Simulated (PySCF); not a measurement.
Solvent effects on NMR parameters

Geometry (Å), atoms numbered from 1 in this order:
```xyz
22

C    -2.429    0.000    0.875
C    -1.975   -0.819   -0.319
C    -0.921   -0.136   -1.185
O    -0.720   -0.972   -2.300
C     0.369    0.114   -0.433
C     0.646    1.355    0.146
C     1.814    1.562    0.878
C     2.709    0.510    1.021
F     3.830    0.699    1.716
C     2.467   -0.734    0.450
C     1.294   -0.924   -0.274
H    -1.597    0.210    1.564
H    -2.857    0.966    0.563
H    -3.205   -0.534    1.444
H    -2.827   -1.052   -0.978
H    -1.562   -1.788    0.011
H    -1.326    0.849   -1.500
H    -0.039   -0.570   -2.851
H    -0.062    2.179    0.021
H     2.044    2.527    1.333
H     3.199   -1.533    0.580
H     1.087   -1.890   -0.741
```

GIAO PBE0/pcSseg-1 in PySCF on one PBE0-D3(BJ)/def2-SVP conformer, non-relativistic, equivalent nuclei averaged. Solvents enter as an IEF-PCM continuum (methanol with ε = 32.6, acetonitrile with ε = 35.7) around the gas-phase geometry. Shifts are referred to TMS, CFCl3 computed in the same medium.

Gas phase, δ in ppm: C8 170.1, C5 146.5, C6/C11 133.6, C7/C10 120.4, C3 78.8, C2 35.5, C1 11.8, F9 -112.5, H19/H22 7.53, H20/H21 7.16, H17 4.22, H15 2.00, H16 1.24, H18 0.68. Dipole moment 1.19 D.

Task: How does each δ change in the continuum?

Result: 
```tsv
atoms	environment	Δδ, methanol	Δδ, acetonitrile
C8	aromatic carbon bearing fluorine	+0.4	+0.4
C5	substituted aromatic carbon	+2.5	+2.5
C6/C11	aromatic CH	+1.7	+1.7
C7/C10	aromatic CH	+0.9	+0.9
C3	sp3 CH bonded to O, on an aromatic ring	+0.1	+0.1
C2	sp3 CH2	+1.0	+1.0
C1	methyl carbon	+0.3	+0.3
F9	aryl fluorine	-4.5	-4.5
H19/H22	hydrogen on an aromatic CH	+0.19	+0.19
H20/H21	hydrogen on an aromatic CH	+0.22	+0.22
H17	hydrogen on an sp3 CH bonded to O, on an aromatic ring	+0.24	+0.24
H15	hydrogen on an sp3 CH2	-0.09	-0.09
H16	hydrogen on an sp3 CH2	-0.07	-0.07
H18	hydrogen on an alcohol oxygen	+0.83	+0.84
```

Changes are relative to the gas phase. The dipole moment becomes 1.69 D in methanol, 1.70 D in acetonitrile.

Task: Which nuclei move most (in ppm), and what does the model miss?

Result: F9 (aryl fluorine, -4.5 ppm) in acetonitrile. A continuum only polarises the solute; specific hydrogen bonds, the anisotropy of aromatic solvents and changes of geometry or conformer are outside it.
